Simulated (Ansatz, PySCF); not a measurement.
C4H9S (SMILES CC(C)(C)[S]), doublet, at a GFN2-xTB geometry. Base run: CASSCF(7,5)/STO-3G (PySCF).

Input for PySCF:
```python
from pyscf import gto, scf, mcscf
import numpy

mol = gto.Mole()
mol.atom = '''
    C    -0.71745145    0.98266111   -1.11532166
    C    -0.07307485   -0.12036411   -0.28018997
    C     1.21491749   -0.61411512   -0.93334880
    C    -1.04735061   -1.27427983   -0.05974490
    S     0.35244368    0.58052213    1.35137027
    H    -0.98321875    0.59412497   -2.09715649
    H    -1.61894570    1.35196811   -0.63128973
    H    -0.02993588    1.81566568   -1.24490628
    H     1.68611171   -1.37910305   -0.32004960
    H     0.99309215   -1.03896185   -1.91104558
    H     1.91783181    0.20616498   -1.06148331
    H    -1.32061980   -1.71413868   -1.01757598
    H    -1.95147377   -0.92295805    0.43269876
    H    -0.59418407   -2.04452852    0.56051591
'''
mol.basis = 'sto-3g'
mol.spin = 1
mol.verbose = 3
mol.build()

mf = scf.ROHF(mol)
mf.kernel()
mc = mcscf.CASSCF(mf, 5, 7)
mc.fix_spin_(ss=0.75)
mc.kernel()
occ = numpy.linalg.eigvalsh(mc.fcisolver.make_rdm1(mc.ci, mc.ncas, mc.nelecas))[::-1]
ss = mc.fcisolver.spin_square(mc.ci, mc.ncas, mc.nelecas)[0]
print('natural occupations', occ.round(4), ' <S^2>', round(ss, 4))
```

Programs used: Ansatz (an electronic-structure program), PySCF; a row that names a program was run with it.

The base run was repeated with changes; each row names its change, and settings that it needs were set with it.

| change | ΔE vs base (kcal/mol) | natural occupations | <S^2> of the state | outcome |
|---|---|---|---|---|
| base | 0.000 | 2.00 2.00 1.97 1.00 0.04 | 0.75 | converged |
| orbitals = fixed (CASCI) | 7.65 | 2.00 2.00 1.98 1.00 0.02 | 0.75 | converged |
| active space = 3 electrons, 4 orbitals | 4.94 | 1.98 1.00 0.02 0.00 | 0.75 | converged |
| conv_tol = 1e-5 | 0.000 | 2.00 2.00 1.97 1.00 0.04 | 0.75 | converged |
| active space = 7 electrons, 9 orbitals | -24.31 | 1.98 1.98 1.96 1.00 0.04 0.02 0.02 0.00 0.00 | 0.75 | converged |
| state_average = 2 states | 0.195 | - | - | converged |
| code = ansatz; correction = SC-NEVPT2, all electrons | -127.5 | - | - | converged |
| active space = 3 electrons, 5 orbitals | 4.65 | 1.98 1.00 0.02 0.00 0.00 | 0.75 | converged |
| active space = 9 electrons, 8 orbitals | -24.23 | 2.00 1.98 1.98 1.96 1.00 0.04 0.02 0.02 | 0.75 | converged |
| fix_spin_ = off | 0.000 | 2.00 2.00 1.97 1.00 0.04 | 0.75 | converged |
| solver = newton | - | - | - | not converged |

Active orbitals are taken around the Fermi level unless the row says otherwise; CASSCF can end in different local minima, and two programs can end on different orbitals. State-averaged rows give the lowest state.

Open shells are given as the SCF converged; they aren't shown to be the lowest states, and a large step between rows can be another state.
